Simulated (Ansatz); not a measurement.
CH6SeSi2 can be A, `C1[SiH2][SiH2][Se]1`, or B, `[SeH][SiH]1C[SiH2]1`.

Calculated with Ansatz (gas phase, PBE0-D4/def2-TZVP geometries, no zero-point term in ΔE). CCSD(T)/CBS adds triple-zeta CCSD(T) − MP2 to the extrapolated MP2 energy (def2 sets, frozen cores). DFT in def2-TZVPP. B3LYP here is the variant with VWN-RPA as its local correlation; programs differ in this. For Se outer-core shells are correlated without core-valence functions, which leaves a few kJ/mol of doubt a bond. Scalar relativity is left out up to krypton. Each species was taken in one conformer, which may not be the lowest.

A:

Z-matrix (Å, degrees):
```
Si
Si 1 2.324
Se 1 2.964 2 49.9
C 1 1.893 2 88.2 3 -17.1
H 1 1.487 2 110.4 3 93.5
H 1 1.491 2 122.6 3 -136.6
H 2 1.486 1 120.6 3 -111.4
H 2 1.489 1 118.8 3 111.4
H 4 1.090 1 115.3 2 136.5
H 4 1.089 1 114.0 2 -95.8
```

B:

```xyz
10

Se   -0.6395   -2.6117   -0.1529
Si    0.4606   -0.6639   -0.5137
C     0.3039    0.6816    0.8094
Si   -0.7510    1.2188   -0.6757
H     0.3385   -3.1067    0.8295
H     1.8053   -0.8123   -1.1194
H     1.1971    1.2679    1.0191
H    -0.2282    0.4213    1.7215
H    -2.2189    1.2097   -0.4824
H    -0.2678    2.3954   -1.4354
```

Which isomer does CCSD(T)/CBS put lower? Give the gap. (Estimate.)

Ansatz gave: A, by 15.1 kcal/mol.

Give E(B) − E(A) in kcal/mol with CCSD(T)/def2-TZVPP, CCSD/def2-TZVPP, PBE0-D4, B2PLYP, HF/def2-TZVPP, r2SCAN-D4, B3LYP. (Best estimate.)

Computed: CCSD(T)/def2-TZVPP 15.3, CCSD/def2-TZVPP 15.4, PBE0-D4 14.2, B2PLYP 14.6, HF/def2-TZVPP 16.7, r2SCAN-D4 12.4, B3LYP 13.6. None reverses the order clearly.

Largest T1 diagnostic: 0.011.

From PBE to PBE0 (25 % exact exchange), in def2-TZVPP and without D4, E(B) − E(A) moves by +1.1 kcal/mol. In def2-TZVPP, CCSD(T) changes the Hartree–Fock value by −1.5 kcal/mol (the triples alone add −0.1 kcal/mol) and MP2 by −1.2 kcal/mol.
